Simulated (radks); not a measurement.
Values are calculated unless marked as measured or tabulated.
Valence configurations of Ru (all share [Kr]). Level of theory: scalar-relativistic Kohn-Sham, PBE, spin-polarised, spherical densities, point nucleus; open shells are filled with parallel spins first (spin-orbit coupling, left out, can overturn this in heavy ions) (a radial shooting solver on a logarithmic mesh with Libxc functionals). Energies are relative to 4d7 5s1; eigenvalues in eV for spin up.

valence          E (eV)  moment (Bohr magnetons)    e(4d)   e(5p)    e(5s)
4d7 5s1           0.000                        4   -5.965       -   -4.761
4d7.5 5s0.5       0.498                        3   -4.765       -   -4.194
4d6 5s2           0.987                        4   -8.745       -   -5.601
4d8               1.046                        2   -3.670       -        -
4d6 5s1 5p1       3.531                        6  -10.042  -2.473   -6.802
4d6.5 5s0.5 5p1   3.542                        5   -8.698  -2.220   -6.273
4d7 5p1           3.668                        4   -7.437  -1.975        -
4d5 5s2 5p1       6.463                        6  -13.138  -2.900   -7.689
4d5 5s1 5p2       8.886                        8  -14.157  -3.586   -8.598
4d4 5s1 5p3      20.849                        8  -18.007  -4.644  -10.237

NIST lists [Kr] 4d7 5s1 as the ground configuration; this level of theory agrees among the configurations tried. The energies are those of spherical high-spin densities, not of single terms.
